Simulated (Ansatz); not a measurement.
H₃BrOSi (SMILES O[SiH2]Br), singlet, geometry from GFN2-xTB.

Input for Ansatz (a first-principles code):
Ansatz 0.2 input:
```yaml
crystal:
  periodic: [false, false, false]
  atoms:
    - {symbol: Si, position_ang: [0.33606259, -1.15555443, -0.24439293]}
    - {symbol: O, position_ang: [1.90496724, -0.89814255, -0.50834367]}
    - {symbol: Br, position_ang: [-0.63862224, 0.78133178, 0.22957979]}
    - {symbol: H, position_ang: [-0.16559770, -1.60948889, -1.52033702]}
    - {symbol: H, position_ang: [0.09007670, -1.98656606, 0.92085354]}
    - {symbol: H, position_ang: [2.48268523, -0.38765470, 0.05244099]}
basis:
  gaussian:
    orbitals: aug-cc-pVDZ
hamiltonian:
  xc: pbe0
```

Problem. Estimate the total energy that PBE0/aug-cc-pVDZ (Ansatz) returns for this input.

Solution. -2940.236564 Ha

Problem. What number of basis functions does PBE0/aug-cc-pVDZ give?

Solution. 113
